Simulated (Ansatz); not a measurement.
Ideal-gas functions of C4H4Ge, SMILES `C#[C][GeH2][C]#C` at 800 K and 1 bar, from an Ansatz frequency run at PBE0-D4/def2-TZVP.

Molar mass 124.69 g/mol, point group C2v (symmetry number 2), electronic degeneracy 1, moments of inertia 80.657, 237.257, 311.47 u Å². Harmonic wavenumbers (cm⁻¹, unscaled): 86, 211, 227, 229, 367, 514, 535, 547, 704, 722, 723, 727, 728, 775, 870, 2168, 2169, 2184, 2190, 3467, 3467.

Use S(trans) = R[1.5 ln M + 2.5 ln T − 1.1517]; rotational temperatures θ = 24.2544 K / I; S(rot) = R[ln(√π/σ · √(T³/θAθBθC)) + 1.5]; for each mode x = 1.438777 ν̃/T, S = R[x/(eˣ − 1) − ln(1 − e⁻ˣ)] and H = RT x/(eˣ − 1); 1 cm⁻¹ = 0.0119627 kJ/mol; R = 8.31446 J/(mol·K).

**Question.** By hand: the entropy, in J/(mol·K).

**Answer.** Translation 189.6. Rotation: θ = 0.3007, 0.1022, 0.0779 K, giving 119.9. Vibration, mode by mode: 23.84, 16.42, 15.82, 15.75, 11.92, 9.26, 8.95, 8.78, 6.89, 6.70, 6.69, 6.65, 6.64, 6.20, 5.39, 0.84, 0.84, 0.82, 0.81, 0.12, 0.12, in all 159.5. Electronic 0.0. Sum 469.0 J/(mol·K).

**Question.** By hand: H − E and G − E in kJ/mol, counted from the electronic energy.

**Answer.** Zero-point energy ½ × 23610 × 0.0119627 = 141.2; thermal vibration 63.3; translation, rotation and pV give 4 RT = 26.6. H − E = 231.1 kJ/mol, and G − E = 231.1 − 800 × 469.0/1000 = -144.1 kJ/mol.

Vibration gives 34 % of the entropy, 23.8 J/(mol·K) of it from the mode under 150 cm⁻¹: soft modes count most, and the harmonic formula is weakest for them.
